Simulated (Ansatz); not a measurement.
`C[SiH]1N=C1F` + H₂ → `FC1=N[SiH2]1` + CH₄ at 298.15 K and 1 bar (hydrogenolysis of the Si–C bond).

Isolated molecules relaxed with PBE0-D4/def2-TZVP in Ansatz; ΔE leaves out vibrations. CBS: MP2 limit from def2 TZ/QZ plus the TZ coupled-cluster correction, frozen cores. This one scheme is used for every species.

| species | CCSD(T)/CBS energy (Eh) | H − E (kJ/mol) | S (J/(mol·K)) |
| --- | --- | --- | --- |
| `C[SiH]1N=C1F` | -522.03748 | 169.4 | 323.2 |
| H₂ | -1.17544 | 35.1 | 130.4 |
| `FC1=N[SiH2]1` | -482.75628 | 89.0 | 281.8 |
| CH₄ | -40.46206 | 127.4 | 186.2 |

H − E and S are ideal-gas, rigid-rotor, harmonic terms from PBE0-D4/def2-TZVP, for one conformer and one mirror image of each species. The MP2-based limit puts H₂ 0.8 mEh under its directly extrapolated value; such offsets cancel only in part. 1 Eh = 2625.50 kJ/mol, R = 8.31446 J/(mol·K).

Problem. By hand: ΔE, ΔH, ΔS and ΔG.

Solution. ΔE = (-482.75628) + (-40.46206) − (-522.03748) − (-1.17544) = -0.00542 Eh = -14.2 kJ/mol. Δ(H − E) = 89.0 + 127.4 − 169.4 − 35.1 = 11.9, so ΔH = -2.3 kJ/mol. ΔS = 281.8 + 186.2 − 323.2 − 130.4 = 14.4 J/(mol·K). ΔG = -2.3 − 298.15 × (14.4)/1000 = -6.6 kJ/mol.

Problem. By hand: the equilibrium constant, and the temperature at which ΔG would vanish if ΔH and ΔS stayed fixed.

Solution. log₁₀ K = −ΔG/(RT ln 10) = 1.2. ΔH and −TΔS have one sign here, so there is no such temperature.

TΔS isn't small against ΔH here. A doubt of 5 kJ/mol in ΔE shifts log₁₀ K by 0.9 here. Other conformers and mirror images would add mixing entropy, several J/(mol·K) or more a flexible species. These are equilibria of isolated gas molecules and say nothing of rates. Largest T1 diagnostic: 0.016 (customary marks: 0.02 for closed shells, 0.045 for open ones).
